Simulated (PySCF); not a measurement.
# Correlation energy of Se⁺ (selenium, charge +1)

[Ar] 3d10 4s1 4p3 4d1, high-spin 6D determinant (an excited configuration). Calculation: PySCF 2.14, in x2c-TZVPPall with one added diffuse shell each of s, p, d type (7s6p5d1f, 57 functions); the spin-free X2C one-electron Hamiltonian (Gaussian nucleus). Frozen: [Ne]; 23 electrons correlated.

```json
{"level": "CCSD", "correlation energy (mhartree)": "-202.26"}
{"level": "(T)", "correlation energy (mhartree)": "-3.95"}
{"level": "CCSD(T)", "correlation energy (mhartree)": "-206.21"}
```

Diagnostics: T1 = 0.0038, D1 = 0.0080, largest double amplitude 0.022.

**Question.** Is a single reference adequate?

**Answer.** Yes, within this model without spin-orbit coupling: T1 lies below 0.03 and no double amplitude reaches 0.07.

This basis was not built for core-valence correlation, so the inner-shell part is incomplete.
